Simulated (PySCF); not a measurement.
# I (iodine, neutral) across methods

[Kr] 4d10 5s1 5p5 5d1, one real determinant (an excited configuration). Computed with PySCF 2.14 in aug-cc-pVTZ-PP with ECP28MDF (6s5p4d2f, 55 functions), with scalar relativity through the core potential. The B2PLYP total includes its PT2 part (frozen core); its orbital energies are those of the SCF part.

| method | E (hartree) | mean ε 5p α (eV) | mean ε 5p β (eV) | mean ε 5d α (eV) | Σ⟨r²⟩ (bohr²) | ⟨S²⟩ |
| --- | --- | --- | --- | --- | --- | --- |
| PBE | -294.9611 | -10.202 | -8.694 | 0.213 | 69.85 | 3.752 |
| PBE0 | -294.9743 | -11.612 | -9.518 | -0.367 | 69.72 | 3.753 |
| BP86 | -295.1071 | -10.303 | -8.886 | 0.092 | 69.92 | 3.752 |
| M06 | -295.0245 | -11.250 | -9.276 | -0.176 | 69.69 | 3.754 |
| B2PLYP | -294.6896 | -12.774 | -10.068 | -0.728 | 70.22 | 3.756 |
| r2SCAN | -295.0831 | -10.747 | -8.851 | 0.174 | 69.81 | 3.755 |
| LDA | -294.5429 | -10.317 | -8.926 | 0.262 | 69.86 | 3.752 |
| wB97X | -294.9911 | -13.861 | -11.656 | -1.707 | 69.38 | 3.755 |

(1) Estimate the same row for UHF.

⟨L²⟩ = 7.92 against 12 for a pure F term, so this real determinant mixes terms. Energies and moments cover only the electrons outside the core potential. The outer electron is Rydberg-like, and this basis confines it to a smaller radius and binds it less than a complete one would.

The highest occupied level is positive at PBE, BP86, r2SCAN, LDA: only the finite basis holds that electron, which in a density functional comes from self-interaction.

## Answers

(1) E (hartree) = -293.92509; mean ε 5p α (eV) = -15.105; mean ε 5p β (eV) = -10.767; mean ε 5d α (eV) = -1.706; Σ⟨r²⟩ (bohr²) = 70.77; ⟨S²⟩ = 3.763.
